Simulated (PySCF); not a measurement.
**Ionisation energy of Te²⁺ by level of theory**

Te²⁺ [Kr] 4d10 5s2 5p2 (3P) → Te³⁺ [Kr] 4d10 5s2 5p1 (2P), as a difference of total energies. All numbers are calculated (PySCF 2.14, scalar relativity by spin-free X2C-1e, in x2c-TZVPall). Correlated levels: valence: [Kr] 4d10 frozen. The calculations carry no spin-orbit coupling.

| method | ionisation energy (eV) |
| --- | --- |
| UHF | 26.928 |
| LDA | 27.694 |
| M06-2X | 27.455 |
| MP2 (valence) | 27.223 |
| SCS-MP2 (valence) | 27.163 |

Task: How much does correlation contribute at MP2 (valence)?

Result: 27.223 − (26.928) = 0.295 eV, measured against UHF.

The reference lies between the lowest fine-structure levels, while these numbers refer to the centres of the terms.

Errors of the correlated levels include the incompleteness of this basis and the frozen core.

For comparison: 27.84 ± 0.04 eV (measured; NIST Atomic Spectra Database, ionization energies).
